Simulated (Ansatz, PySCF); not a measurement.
Reaction (SMILES): [BH3-]C#[O+] -> [BH2-]C#[O+] + H atom (the B-H bond at the site shown breaks; other sites are not compared here)
Geometries: B3LYP-D3(BJ)/def2-TZVP minima from Ansatz (a quantum-chemistry and plane-wave program).

Property: bond dissociation energy (0 K, with B3LYP-D3(BJ) harmonic zero-point energies from PySCF), in kcal/mol. Cores are frozen in the correlated levels unless marked. Open shells are spin-unrestricted. No spin-orbit coupling. No relativistic terms. CBS(X,Y): correlation extrapolated as X^-3; Hartree-Fock from the larger set. The bracket is a focal-point correction in the basis named.

```csv
level,program,bond dissociation energy (kcal/mol)
HF/aug-cc-pVDZ,Ansatz,53.1
HF/cc-pVQZ,Ansatz,53.9
HF-D4/def2-TZVPD,PySCF + dftd4,54.8
revPBE-D4/def2-TZVPD,Ansatz + dftd4,73.0
CAM-B3LYP-D3(BJ)/def2-TZVPD,Ansatz + dftd3,74.7
SCS-MP2/6-31G,Ansatz,67.3
```

Estimate the value at RI-MP2/CBS(aug-cc-pVTZ,aug-cc-pVQZ)+[CCSD(T)-MP2]/aug-cc-pVTZ as computed with Ansatz.

77.5 kcal/mol
